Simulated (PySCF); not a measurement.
# Simulated absorption spectrum

C5H10Si.
Structure used (GFN2-xTB), in Å, numbered top down from 1:
```xyz
16
C5H10Si angstrom
C      2.0900    0.0343    1.2470
C      1.7421    0.3996    0.0198
C      0.3835    0.4405   -0.5205
Si    -1.0202    1.3521    0.4016
C     -0.7214   -0.4695    0.0436
C     -1.5322   -1.2406   -0.9708
H      1.3679   -0.2867    1.9787
H      3.1174    0.0381    1.5671
H      2.5151    0.7255   -0.6667
H      0.3653    0.5194   -1.6026
H     -2.0040    2.0576   -0.4008
H     -0.7133    1.8623    1.7230
H     -0.3895   -1.1036    0.8589
H     -0.9416   -2.0588   -1.3845
H     -2.4251   -1.6646   -0.5137
H     -1.8418   -0.5966   -1.7915
```

Computed, not measured: PySCF, TDDFT PBE0/def2-SVPD, vertical, gas phase, core orbitals frozen in the response.

Each state is given a Gaussian of 0.5 eV full width at half maximum, with ε(max) = 2.175×10⁸ f / Δν̃ (Δν̃ the width in cm⁻¹). The width is an assumption, not a result. The curve ends short of the highest state used, and states not computed would add to its high-energy end.

(E (eV), ε (L mol⁻¹ cm⁻¹)): (4.40, 21), (4.44, 41), (4.48, 75), (4.52, 134), (4.57, 264), (4.61, 435), (4.65, 692), (4.69, 1062), (4.73, 1574), (4.77, 2250), (4.81, 3106), (4.85, 4137), (4.89, 5318), (4.93, 6598), (4.97, 7901), (5.01, 9131), (5.05, 10185), (5.09, 10964), (5.13, 11392), (5.17, 11425), (5.21, 11060), (5.25, 10335), (5.29, 9325), (5.34, 7810), (5.38, 6527), (5.42, 5285), (5.46, 4164), (5.50, 3218), (5.54, 2477), (5.58, 1950), (5.62, 1630), (5.66, 1502), (5.70, 1544), (5.74, 1736), (5.78, 2057), (5.82, 2489), (5.86, 3009), (5.90, 3595), (5.94, 4220), (5.98, 4850), (6.02, 5451), (6.06, 5983), (6.10, 6413), (6.15, 6764)

Q: Where are the band maxima, and which computed states make them?

A: 241 nm (5.15 eV), ε about 11000, made up of S1 (100%) (ε in L mol⁻¹ cm⁻¹; maxima over ε = 5, shares over 10%). At its high-energy end, 6.15 eV, the curve is still rising (ε about 6800, from S3 and S4). The states used: S1 5.15 eV (f 0.212); S2 5.77 eV (f 0.0010); S3 5.94 eV (f 0.025); S4 6.19 eV (f 0.100); S5 6.32 eV (f 0.0074); S6 6.45 eV (f 0.0088); S7 6.66 eV (f 0.047); S8 6.75 eV (f 0.034).

Q: What would ε be at 5.15 eV, the highest of these maxima, with half the width (0.25 eV)?

A: About 22900 L mol⁻¹ cm⁻¹ against 11500, a factor of about 2.00; a lone state at its own centre would give exactly 2.

Q: On this curve, what absorbance would a 10⁻⁴ mol/L sample give at 254 nm over a 1 cm path?

A: 254 nm is 4.881 eV, where ε is about 5000 L mol⁻¹ cm⁻¹, so A = ε c l ≈ 0.5 (Beer–Lambert, with the gas-phase spectrum and the assumed width).

Q: Coming from long wavelengths, where does ε first pass 100 L mol⁻¹ cm⁻¹?

A: At about 276 nm (4.50 eV), 0.65 eV below S1.

The run took 27 s wall on Arm Neoverse V1, one thread, no GPU, shared host with 64 logical CPUs at a one-minute load of 18, and the process peaked at 0.80 GiB of memory.

One conformer stands for the species.
